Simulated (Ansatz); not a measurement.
Question: Name a neutral molecule of B, O, S, Si and H with LUMO energy (B3LYP/def2-TZVPP) between -0.85 and -0.55 eV and HOMO–LUMO gap (PBE0/def2-TZVPP) between 7.35 and 7.65 eV (Ansatz, PBE0-D4/def2-TZVP geometry).

Answer: `B1O[SiH2]S1` (-0.80 eV, 7.38 eV). Other molecules can fit too; these were computed, each in one conformer that needn't be the lowest.

B3LYP here is the variant with VWN-RPA as its local correlation; programs differ in this.
